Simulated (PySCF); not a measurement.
## Dipole moment and polarisability of `[SiH3]/C=C(/Cl)C[SiH3]`

Species: C₃H₉ClSi₂.
Geometry (GFN2-xTB, Å), atoms numbered from 1 in this order:
```
atom  x, y, z in Å
Si1   -2.2395   -0.6164    0.0794
C2    -1.2539    0.9749    0.2142
C3    -0.0062    1.1299   -0.2072
Cl4    0.7927    2.6745    0.0002
C5     0.8688    0.1046   -0.8137
Si6    2.1281   -0.5756    0.4610
H7    -3.5740   -0.3561    0.6202
H8    -2.3524   -1.0334   -1.3227
H9    -1.5959   -1.6918    0.8410
H10   -1.7445    1.8242    0.6690
H11    1.4154    0.5348   -1.6537
H12    0.2559   -0.7119   -1.1936
H13    1.3836   -1.1391    1.5866
H14    2.9115   -1.6118   -0.2146
H15    3.0061    0.5013    0.9120
```

Level: wB97X-D/def2-SVPD (PySCF), static field, nuclei fixed, core orbitals frozen in the response. The polarisability tensor in these axes (au):

```
x   125.39   8.08  -2.42
y     8.08 106.83  -0.07
z    -2.42  -0.07  83.84
```

Give the principal values, the mean and the anisotropy Δα = √{½[(α1 − α2)² + (α2 − α3)² + (α1 − α3)²]}.

Principal values 83.69, 103.83 and 128.54 au; mean 105.35 au = 15.61 Å³ = 17.37 × 10⁻⁴⁰ C²·m²/J; Δα = 38.91 au (37 % of the mean).

What is the dipole moment, and where does it point?

(-0.07, -1.15, -0.41) D, 1.23 D in size, pointing from the negative to the positive side. Measured along this direction, the outermost atoms are Cl4 at the negative end and H8 at the positive end.

How large is μ²/3kT at 273 K beside α?

In Gaussian units μ²/3kT = 13.28 Å³ against 15.61 Å³, a ratio of 0.85; the Debye molar polarisation (4π/3)N_A(α + μ²/3kT) is 72.9 cm³/mol, leaving out the vibrational part.

What would n − 1 = 2πNα be for an ideal gas of these molecules at 350 K and 1 atm, electronic part alone?

N = p/kT = 2.0968 × 10¹⁹ cm⁻³, so n − 1 = 2π × N × 15.61 × 10⁻²⁴ cm³ = 2057 × 10⁻⁶ at long wavelengths.

Find the Langevin capture rate constant for NH4+ (18.034 u) meeting this molecule (135.993 u), k = 2.342 × 10⁻⁹ cm³/s × √(α in Å³ / reduced mass in u).

The reduced mass is 15.92 u, so k = 2.32 × 10⁻⁹ cm³/s. The formula leaves out the permanent dipole, which adds to the capture rate.

Give the principal axes and the span of the nuclei along them.

Largest value along (0.94, 0.35, -0.05), where the nuclei span 6.44 Å; middle along (-0.35, 0.94, 0.04), 4.87 Å; least along (0.06, -0.02, 1.00), 3.26 Å. The response follows the extents in order.

The structure is a single GFN2-xTB conformer in the gas phase; no vibrational or solvent corrections.
